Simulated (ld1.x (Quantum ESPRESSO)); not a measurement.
# Before and after: TM potential for indium (In)

- Element: indium (In)
- Generator: ld1.x (Quantum ESPRESSO) 7.5
- Type: norm-conserving Troullier–Martins (Kleinman–Bylander form)
- Functional: PW91
- Relativity: fully relativistic
- Frozen core: [Kr] 4d10
- Valence charge: 3
- Reference configuration: 5s1 5p0 (charge +2)
- Partial waves: 5p (bound, empty): rc 2.10 bohr; 5s (bound): rc 1.75 bohr
- Local potential: the s channel
- Core correction: a·sin(br)/r model core inside 1.60 bohr

Open shells are filled in proportion to 2j + 1 (rel_dist='average').

All-electron outer shells of the reference configuration (PW91, scalar-relativistic, ld1.x):

```
shell  level (eV)  outermost node (bohr)  outermost maximum (bohr)
   5s      -23.76                   1.02                      2.03
   5p      -16.29                   1.13                      2.45
```

Change: all radii but the core radius scaled by about 0.83 (s 1.44, p 1.74 bohr).

Cutoffs: the cutoffs (Ry, on a coarse ladder) from which the occupation-weighted sum of valence levels, in a spherical-Bessel basis at the reference potential, stays within 10 and 1 mRy of its value at 400 Ry; they do not see the model core or the augmentation charge, which bear on the density cutoff. Errors are all-electron minus pseudo energies relative to the spin-unpolarised reference configuration.

Task: What does the change do?

Result: The potential gets harder (21 Ry and 50 Ry → 80 Ry and 160 Ry); a bound ghost appears in p, which as a rule spoils a file; of the 7 tests that both files solve, the error grows in 0 and shrinks in 4 by more than 15 % and 0.3 meV (median size 108.8 → 84.3 meV). A smaller radius makes the pseudo-wave follow the all-electron one further in, where it bends more sharply, so more plane waves are needed. Less of the atom is replaced, so other configurations are described better.

```tsv
quantity	base	changed
cutoff, loose	21 Ry	80 Ry
cutoff, tight	50 Ry	160 Ry
bound ghosts	none	p3/2, p1/2
error for 5s2 5p1, meV [ΔE -24.75 eV]	-181	-148
error for 5s2 5p0, meV [ΔE -19.32 eV]	-109	-83
error for 5s2 5p0.5, meV [ΔE -22.79 eV]	-152	-121
error for 5s1 5p2, meV [ΔE -18.89 eV]	-88	-84
error for 5s2 5p1.3, meV [ΔE -25.30 eV]	-189	-157
error for 5s0 5p3, meV [ΔE -12.77 eV]	-37	-36
error for 5s1 5p1, meV [ΔE -12.72 eV]	-40	-37
```

 A true bound ghost makes a file unfit for plane-wave use even where its test errors are small: the radial tests pick states by their node count and pass the ghost by.
